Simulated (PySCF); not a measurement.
Mayer bond orders and bond lengths

Species: C7H11FO2.
SMILES with atom numbers: `[CH3:1][O:2][C:3]1([C:4](=[O:5])[F:6])[CH2:7][CH2:8][CH2:9][CH2:10]1` (hydrogens: H11, H12, H13 on C1; H14, H15 on C7; H16, H17 on C8; H18, H19 on C9; H20, H21 on C10)

Cartesian coordinates in Å at the GFN2-xTB level; atoms count from 1:
```
atom  x, y, z in Å
C1     2.6173   -0.3439   -0.1933
O2     1.4377    0.0778   -0.8476
C3     0.3222    0.3691   -0.0354
C4     0.6172    1.5031    0.9127
O5     1.5477    2.2231    0.9897
F6    -0.4267    1.6856    1.7850
C7    -0.2381   -0.8669    0.7186
C8    -1.7428   -0.8497    0.4595
C9    -1.8406   -0.3155   -0.9649
C10   -0.8244    0.8246   -0.9808
H11    3.3010   -0.6256   -0.9915
H12    2.4394   -1.2102    0.4517
H13    3.0638    0.4603    0.3960
H14    0.2028   -1.7554    0.2643
H15    0.0058   -0.8552    1.7805
H16   -2.2352   -0.1643    1.1499
H17   -2.1862   -1.8372    0.5744
H18   -1.5422   -1.0877   -1.6741
H19   -2.8412    0.0272   -1.2196
H20   -1.2810    1.7423   -0.6092
H21   -0.4053    1.0154   -1.9663
```

Bond orders from the PBE0/pcSseg-1 density (PySCF). One conformer (not necessarily the lowest) at the GFN2-xTB geometry, without solvent, vibrations or thermal averaging.

Question: How far do the computed orders between heavy atoms stray from the drawn ones?

Answer: The largest departure is 0.094, at C3–C4 (drawn single, 0.906).

Question: Give the Mayer order of every bond between heavy atoms, beside its length.

Answer: 
```tsv
bond	drawn as	length (Å)	Mayer order
C1–O2	single	1.413	0.914
O2–C3	single	1.410	0.928
C3–C4	single	1.507	0.906
C4–O5	double	1.179	2.086
C4–F6	single	1.373	0.928
C3–C7	single	1.552	0.970
C7–C8	single	1.527	1.031
C8–C9	single	1.524	1.033
C9–C10	single	1.527	1.039
C10–C3	single	1.554	0.949
```

Bonds between the same two heavy elements. C–O: lowest C1–O2 (0.914, 1.413 Å), highest C4–O5 (2.086, 1.179 Å). C–C: lowest C3–C4 (0.906, 1.507 Å), highest C9–C10 (1.039, 1.527 Å); in 5 of the 15 pairs the longer bond (by over 0.003 Å) has the higher order (by 0.02 or more).

Question: And the bonds to hydrogen?

Answer: C–H: 0.93 to 0.98 (11 bonds).

Question: Sum the orders of all bonds at each heavy atom with more than one neighbour and set the sums beside the valence in the SMILES.

Answer: C1 3.797 (drawn 4), O2 1.842 (drawn 2), C3 3.753 (drawn 4), C4 3.920 (drawn 4), C7 3.879 (drawn 4), C8 3.962 (drawn 4), C9 3.974 (drawn 4), C10 3.875 (drawn 4). Orders between atoms that aren't bonded are not in these sums.

Mayer orders depend on the basis set.

The run behind these numbers computed NMR shieldings as well. Hardware: one thread, Arm Neoverse N1 (aarch64), no GPU, shared host with 64 logical CPUs at a one-minute load of 57. Cost: 95 s (with the writing of density and orbital grids), 1.0 GiB resident at most.
